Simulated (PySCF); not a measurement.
# Working out the ionisation energy of Br

Br [Ar] 3d10 4s2 4p5 (2P) → Br+ [Ar] 3d10 4s2 4p4 (3P). All numbers are calculated (PySCF 2.14, scalar relativity through the core potential, in aug-cc-pVDZ-PP with ECP10MDF (5s4p3d, 32 functions)). Frozen: 3s2 3p6 3d10. Energies in hartree (1 hartree = 27.21139 eV):

| part | Br (lower) | Br+ (upper) |
| --- | --- | --- |
| UHF | -415.474798 | -415.079751 |
| CCSD correlation | -0.113827 | -0.090516 |
| (T) | -0.001795 | -0.001125 |

Task: What does Hartree-Fock give?

Result: (-415.079751) − (-415.474798) = 0.395047 hartree = 10.750 eV.

Task: What do CCSD and CCSD(T) give?

Result: The CCSD correlation energies differ by 0.023311 hartree = 0.634 eV and the triples by 0.000670 hartree = 0.018 eV, so CCSD gives 11.384 eV and CCSD(T) 11.402 eV.

Measured between the centres of the two terms (NIST): 11.844 eV, so CCSD(T) (valence) is off by -0.442 eV.

A double-zeta basis recovers only part of the correlation energy.

What remains against the reference includes basis incompleteness, the frozen core and higher excitations.
